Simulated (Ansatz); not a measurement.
Compare A (`C[SiH2]N[SiH](O)O`) with its isomer B (`CN([SiH2]O)[SiH2]O`).

Gas-phase electronic energies from Ansatz, PBE0-D4/def2-TZVP geometries. CCSD(T)/CBS is the MP2 limit (def2-TZVPP, def2-QZVPP) plus CCSD(T) − MP2 in def2-TZVPP, frozen cores. DFT in def2-TZVPP. B3LYP here is the variant with VWN-RPA as its local correlation; programs differ in this. One conformer a species, not always the lowest.

(1) Which is lower in electronic energy at CCSD(T)/CBS, and by how much? (Estimate.)

(2) Give E(B) − E(A) in kcal/mol with B3LYP, PBE-D4, HF/def2-TZVPP, r2SCAN-D4, B3LYP-D4, CCSD/def2-TZVPP, MP2/def2-TZVPP. (Best estimate.)

Largest T1 diagnostic: 0.011.

Answers

(1) Ansatz gave: A, by 24.7 kcal/mol.

(2) Ansatz gave: B3LYP 24.8, PBE-D4 23.4, HF/def2-TZVPP 25.5, r2SCAN-D4 25.2, B3LYP-D4 23.2, CCSD/def2-TZVPP 24.4, MP2/def2-TZVPP 24.4. None reverses the order clearly.

In def2-TZVPP, CCSD(T) changes the Hartree–Fock value by −1.6 kcal/mol (the triples alone add −0.5 kcal/mol) and MP2 by −1.1 kcal/mol. The D4 term adds −1.6 kcal/mol with B3LYP and −0.8 kcal/mol with PBE0; it sums over pairs of atoms, weighted by their polarisabilities, and B3LYP, whose exchange is more repulsive, gets the larger term.
